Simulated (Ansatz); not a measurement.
`CC[SiH3]` + `[OH][GaH][F]` → `[F][GaH][O][SiH3]` + `CC` at 600 K and 1 bar (ligand exchange at the Si–C bond).

Isolated molecules relaxed with PBE0-D4/def2-TZVP in Ansatz; ΔE leaves out vibrations. CCSD(T)/CBS is the MP2 limit (def2-TZVPP, def2-QZVPP) plus CCSD(T) − MP2 in def2-TZVPP, frozen cores. This one scheme is used for every species. For Ga outer-core shells are correlated without core-valence functions, which leaves a few kJ/mol of doubt a bond. Scalar relativity is left out up to krypton. Each species was taken in one conformer, which may not be the lowest.

```csv
species,CCSD(T)/CBS energy (Eh),H − E (kJ/mol),S (J/(mol·K))
`CC[SiH3]`,-369.99568,287.7,377.1
`[OH][GaH][F]`,-2100.17635,96.3,342.0
`[F][GaH][O][SiH3]`,-2390.49581,156.8,441.0
`CC`,-79.71954,228.8,274.9
```

H − E and S are ideal-gas, rigid-rotor, harmonic terms from PBE0-D4/def2-TZVP, for one conformer and one mirror image of each species. 1 Eh = 2625.50 kJ/mol, R = 8.31446 J/(mol·K).

Task: By hand: ΔE, ΔH, ΔS and ΔG.

Result: ΔE = (-2390.49581) + (-79.71954) − (-369.99568) − (-2100.17635) = -0.04332 Eh = -113.7 kJ/mol. Δ(H − E) = 156.8 + 228.8 − 287.7 − 96.3 = 1.6, so ΔH = -112.1 kJ/mol. ΔS = 441.0 + 274.9 − 377.1 − 342.0 = -3.2 J/(mol·K). ΔG = -112.1 − 600 × (-3.2)/1000 = -110.2 kJ/mol.

Task: By hand: the equilibrium constant, and the temperature at which ΔG would vanish if ΔH and ΔS stayed fixed.

Result: log₁₀ K = −ΔG/(RT ln 10) = 9.6. ΔG = 0 at ΔH/ΔS = 35031 K, far beyond where these terms or the molecules hold.

The number of gas molecules stays the same, so ΔS is small and ΔH decides. A doubt of 5 kJ/mol in ΔE shifts log₁₀ K by 0.4 here. Other conformers and mirror images would add mixing entropy, several J/(mol·K) or more a flexible species. Modes under 60 cm⁻¹, often nearly free rotors, make the harmonic entropy too high. These are equilibria of isolated gas molecules and say nothing of rates. Largest T1 diagnostic: 0.015 (customary marks: 0.02 for closed shells, 0.045 for open ones).
